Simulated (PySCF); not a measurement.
A GIAO shielding run with PySCF 2.14 (density fitting, non-relativistic, gas phase) on `CS[Si@](N)(C#N)CC#N`, C4H7N3SSi:

```
$ OMP_NUM_THREADS=1 python probes_run.py task.json out

{"job": {"kind": "nmr", "xc": "PBE0", "basis": "pcSseg-1"}, "charge": 0, "multiplicity": 1}
C      2.781330    -0.369192    -0.024942
S      1.465286     0.091307    -1.192582
Si    -0.231971     0.049641     0.122762
N     -0.235770     1.405431     1.166068
C     -0.132827    -1.602361     1.012310
N      0.004402    -2.602929     1.552519
C     -1.840024     0.072185    -0.898691
C     -2.922418     0.358163    -0.015970
N     -3.748778     0.601533     0.737064
H      2.947093     0.440791     0.677878
H      3.675926    -0.532913    -0.616105
H      2.508889    -1.280308     0.497311
H     -1.068278     1.662010     1.672607
H      0.593002     1.753816     1.618345
H     -2.014648    -0.885292    -1.389099
H     -1.788811     0.847062    -1.663403
```

Hardware: 1 thread of an Arm Neoverse V1, shared host. The job also computes population analyses, field gradients.

Problem. How large is the calculation?

Solution. 82 electrons, 202 basis functions and 1080 auxiliary functions.

Problem. How long does it take, and how much memory does it need?

Solution. 57 s of wall time, with 15 SCF cycles and 5 response iterations; peak memory 0.91 GiB. Times on a shared host scatter by some tens of per cent.
